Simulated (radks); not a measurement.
Question: Coherent X-ray form factor from a spherical all-electron density. Method: Dirac Kohn-Sham, BLYP, spin-unpolarised, spherical densities, finite nucleus; Fermi nuclear charge, rms radius of each element as measured or else 0.836 A^(1/3) + 0.57 fm; computed with a radial shooting solver on a logarithmic mesh with Libxc functionals.

| sin(theta)/lambda (1/angstrom) | f0 (electrons) |
|---|---|
| 0.05 | 1.983 |
| 0.1 | 1.934 |
| 0.15 | 1.856 |
| 0.2 | 1.756 |
| 0.25 | 1.640 |
| 0.3 | 1.514 |
| 0.4 | 1.256 |
| 0.5 | 1.016 |
| 0.6 | 0.809 |
| 0.8 | 0.506 |
| 1 | 0.319 |
| 1.25 | 0.184 |
| 1.5 | 0.111 |
| 2 | 0.046 |

The species is in the configuration that NIST lists as its ground one. Which atom or ion scatters so?

Answer: The lithium ion Li+, [He]. Extrapolating in s^2 from the first two rows gives f0(0) = 2.0, near the electron count 2; among species with that count, the fall with angle is slower the higher Z, and the table is that of Z = 3; from so few rows the species is fixed only to a neighbour or two.
